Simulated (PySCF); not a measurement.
## Working out the ionisation energy of Si⁺

Si⁺ [Ne] 3s2 3p1 (2P) → Si²⁺ [Ne] 3s2 (1S). Calculation: PySCF 2.14, in def2-TZVP; no relativity, point nucleus. Frozen: [Ne]. Energies in hartree (1 hartree = 27.21139 eV):

| part | Si⁺ (lower) | Si²⁺ (upper) |
| --- | --- | --- |
| UHF | -288.570014 | -287.988004 |
| CCSD correlation | -0.057840 | -0.044729 |
| (T) | -0.001051 | 0.000000 |

Problem. What does Hartree-Fock give?

Solution. (-287.988004) − (-288.570014) = 0.582010 hartree = 15.837 eV.

Problem. What do CCSD and CCSD(T) give?

Solution. The CCSD correlation energies differ by 0.013111 hartree = 0.357 eV and the triples by 0.001051 hartree = 0.029 eV, so CCSD gives 16.194 eV and CCSD(T) 16.223 eV.

Measured between the centres of the two terms (NIST): 16.322 eV, so CCSD(T) (valence) is off by -0.099 eV.

What remains against the reference includes basis incompleteness, the frozen core and higher excitations.
